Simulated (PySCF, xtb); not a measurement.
ZrF3, SMILES [F][Zr]([F])[F] (connectivity only; charge and spin as stated), neutral, multiplicity 2.

Harmonic wavenumbers (cm⁻¹) from GFN2-xTB (xtb) at its own minimum, in rising order: 82, 123, 123, 509, 581, 581.

Question: What does PySCF with B3LYP-D3(BJ)/def2-TZVP give at its own minimum? (An estimate is asked for; the answer gives what the named calculation found.)

Answer: 68, 156, 156, 629, 666, 666. Paired by order, the mean absolute difference is 62 cm⁻¹ and the zero-point energies are 2.9 and 3.3 kcal/mol.
